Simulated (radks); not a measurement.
The numbers below are computed, except where a source is named.
Effect of the nuclear size on neutral iron, [Ar] 3d6 4s2. Level of theory: Dirac Kohn-Sham, LDA (Slater exchange, Perdew-Wang correlation), spin-unpolarised, spherical densities, finite nucleus; open shells fill j = l - 1/2 first; Fermi nuclear charge, rms radius 3.7377 fm (a radial shooting solver on a logarithmic mesh with Libxc functionals). The rms radius is varied about that value; shifts are against it.

| rms radius (fm) | total energy shift (eV) | density at nucleus (e/bohr^3) | 1s1/2 shift (meV) | 2s1/2 shift (meV) | 3s1/2 shift (meV) |
|---|---|---|---|---|---|
| 3.1471 | -0.0321 | 1.512e+04 | -13.6 | -1.22 | -0.172 |
| 3.5957 | -0.00821 | 1.504e+04 | -3.48 | -0.313 | -0.044 |
| 3.7377 | 0 | 1.501e+04 | 0.000 | 0.000 | 0.000 |
| 3.9582 | 0.0133 | 1.498e+04 | 5.66 | 0.509 | 0.071 |
| 4.2236 | 0.0304 | 1.494e+04 | 12.9 | 1.16 | 0.163 |

Slopes of the eigenvalues against <r^2> in GHz/fm^2, as finite differences over the two radii next to the reference (eigenvalue slopes, not the field-shift constants of lines): 1s1/2 808, 2s1/2 72.6, 3s1/2 10.2.
